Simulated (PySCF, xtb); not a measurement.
C4H7NSi, SMILES C#CC(=C)[SiH2]N. The values are those of a single conformer.

Harmonic wavenumbers (cm⁻¹) from GFN2-xTB (xtb) at its own minimum, in rising order: 27, 101, 144, 169, 230, 274, 399, 437, 502, 534, 584, 604, 624, 671, 728, 739, 748, 824, 895, 900, 938, 1177, 1412, 1526, 1635, 2238, 2249, 2254, 3072, 3108, 3391, 3474, 3506.

Question: What does PBE-D3(BJ)/def2-SVP (PySCF 2.14.0) give at its own minimum? (An estimate is asked for; the answer gives what the named calculation found.)

Answer: 51, 104, 165, 209, 264, 287, 438, 452, 511, 537, 607, 624, 629, 724, 745, 821, 867, 878, 897, 912, 914, 1158, 1369, 1501, 1595, 2125, 2161, 2177, 3059, 3161, 3407, 3476, 3568. Paired by order, the mean absolute difference is 35 cm⁻¹ and the zero-point energies are 57.3 and 57.7 kcal/mol.
